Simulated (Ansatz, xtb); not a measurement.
CH5NSSi: where a starting geometry ends

The starting geometry of this gas-phase singlet was built from a drawn formula by distance geometry and a force field; its bonds are those of `C[Si]SN`.

```xyz
9

C     0.7595   -0.5176    1.1407
N    -2.8472   -0.4764    1.1995
S    -2.1537   -1.8418    0.6722
Si   -0.2855   -1.8304    1.7946
H     1.0361   -0.6417    0.1214
H     1.6788   -0.4558    1.7063
H     0.2630    0.5176    1.2927
H    -3.8410   -0.5296    1.0052
H    -2.4767    0.3270    0.6620
```

**Question.** Predict what becomes of its bonds when it is optimised with r2SCAN-D4/def2-SVP.

**Answer.** It keeps its bonds, and is `C[Si]SN`.

The energy falls by 1.41 eV over 16 steps:

| step | E − E(last) (eV) |
| --- | --- |
| 1 | 1.410 |
| 3 | 0.452 |
| 4 | 0.225 |
| 6 | 0.037 |
| 8 | 0.001 |
| 9 | 0.001 |
| 11 | 0.000 |
| 13 | 0.000 |
| 14 | 0.000 |
| 16 | 0.000 |

Final geometry (Å):

```xyz
9

C     0.5881   -0.4855    1.2394
N    -2.4860   -0.2328    0.9784
S    -2.1504   -1.9578    1.1251
Si   -0.0509   -2.2707    1.3864
H     0.8340   -0.3044    0.1749
H     1.5280   -0.3631    1.8021
H    -0.1554    0.2715    1.5399
H    -3.4219   -0.0937    1.3670
H    -2.5523   -0.0122   -0.0185
```

From the same start GFN2-xTB ends elsewhere, differing in N2–Si4 (2.06 against 3.20 Å here).

The end wasn't checked by frequencies. Run with Ansatz 0.2.0, 23 s on 2 threads of AMD EPYC 7B13 (Zen 3) (shared host).
